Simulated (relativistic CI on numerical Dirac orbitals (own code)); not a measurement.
# The 3-electron sequence from Tc40+ to Sm59+

Computed by Dirac-Coulomb-Breit CI, KLI orbitals optimised for each configuration, a model potential for QED, unscaled Slater integrals (own radial code, finite nucleus).

CI space (outside the closed core 1s2): 2s, 2p, 3s, 3p, 3d. Levels of other configurations are missing.

Energies above each ion's lowest level, in eV. Levels are followed by their leading LS label, which can pass from one level to another where the coupling changes.

| Ion | 2s ²S1/2 | 2p ²P°1/2 | 2p ²P°3/2 | 3s ²S1/2 | 3p ²P°1/2 | 3p ²P°3/2 | 3d ²D3/2 |
| --- | --- | --- | --- | --- | --- | --- | --- |
| Tc40+ | 0 | 88.866 | 228.14 | 3372.8 | 3397.4 | 3438.7 | 3447.2 |
| Ru41+ | 0 | 91.493 | 245.25 | 3543.4 | 3568.8 | 3614.4 | 3623.1 |
| Rh42+ | 0 | 94.16 | 263.53 | 3718.8 | 3744.9 | 3795.1 | 3804 |
| Pd43+ | 0 | 96.864 | 283.05 | 3898.9 | 3925.7 | 3981 | 3990.1 |
| Ag44+ | 0 | 99.609 | 303.88 | 4083.8 | 4111.4 | 4172 | 4181.3 |
| Cd45+ | 0 | 102.39 | 326.09 | 4273.6 | 4301.9 | 4368.3 | 4377.7 |
| In46+ | 0 | 105.22 | 349.75 | 4468.3 | 4497.4 | 4570 | 4579.5 |
| Sn47+ | 0 | 108.09 | 374.93 | 4667.9 | 4697.8 | 4777 | 4786.8 |
| Sb48+ | 0 | 111.01 | 401.73 | 4872.6 | 4903.2 | 4989.6 | 4999.5 |
| Te49+ | 0 | 113.97 | 430.2 | 5082.4 | 5113.8 | 5207.7 | 5217.8 |
| I50+ | 0 | 116.98 | 460.46 | 5297.3 | 5329.5 | 5431.6 | 5441.8 |
| Xe51+ | 0 | 120.04 | 492.57 | 5517.4 | 5550.5 | 5661.2 | 5671.6 |
| Cs52+ | 0 | 123.16 | 526.64 | 5742.9 | 5776.8 | 5896.7 | 5907.2 |
| Ba53+ | 0 | 126.32 | 562.76 | 5973.7 | 6008.4 | 6138.1 | 6148.8 |
| La54+ | 0 | 129.55 | 601.03 | 6209.9 | 6245.5 | 6385.7 | 6396.5 |
| Ce55+ | 0 | 132.82 | 641.55 | 6451.7 | 6488.1 | 6639.4 | 6650.3 |
| Pr56+ | 0 | 136.16 | 684.43 | 6699 | 6736.4 | 6899.5 | 6910.5 |
| Nd57+ | 0 | 139.56 | 729.78 | 6952.1 | 6990.4 | 7165.9 | 7177.1 |
| Pm58+ | 0 | 143.01 | 777.7 | 7210.9 | 7250.1 | 7438.9 | 7450.2 |
| Sm59+ | 0 | 146.5 | 828.3 | 7475.6 | 7515.7 | 7718.5 | 7729.9 |

The lowest level keeps the configuration 2s and J = 1/2 throughout.

Between Z = 59 and 62 the energy of 2p ²P°1/2 follows a local power law Z^1.5. For orientation: electrostatic splittings inside a shell grow about linearly with the screened charge, excitations that change n as its square, and fine structure as its fourth power; written in Z itself the exponents are larger, since the screened charge grows faster in proportion.
